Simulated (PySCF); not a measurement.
**Absolute configuration from chiroptical data**

Computed with TDDFT BHandHLYP/def2-SVPD circular dichroism and optical rotation, one conformer, gas phase (PySCF 2.14.0). Geometry: GFN2-xTB.

States above about 9.6 eV (minus the energy of the highest occupied orbital) lie near or above the ionisation threshold and depend on the basis.

Values for one enantiomer of C5H6F2, R in 10⁻⁴⁰ esu² cm² (velocity form):
```csv
λ (nm),f,R
149,0.0003,+0.6
140,0.034,+16.8
138,0.002,-6.5
137,0.060,+13.5
135,0.022,-18.9
131,0.007,+17.8
129,0.020,+13.2
127,0.021,-13.0
```

[α] at 589.3 nm: +47 deg dm⁻¹ (g/mL)⁻¹ (origin-invariant length gauge).

(1) Which structure gives these signs?
A. FC1(F)C[C@H]2C[C@H]21
B. FC1(F)C[C@@H]2C[C@@H]21

## Answers

(1) B. Its CIP labels in SMILES order are S, S; the other enantiomer gives every sign reversed.

Geometry of FC1(F)C[C@@H]2C[C@@H]21 as run:
```xyz
13

F    -1.516    1.830   -0.019
C    -0.977    0.616    0.264
F    -1.786    0.086    1.221
C    -0.720   -0.251   -0.979
C     0.773   -0.198   -0.654
C     0.990   -0.766    0.709
C     0.508    0.647    0.574
H    -1.179   -1.237   -0.954
H    -1.003    0.270   -1.890
H     1.551   -0.099   -1.390
H     2.014   -0.880    1.032
H     0.319   -1.521    1.092
H     1.021    1.503    0.976
```
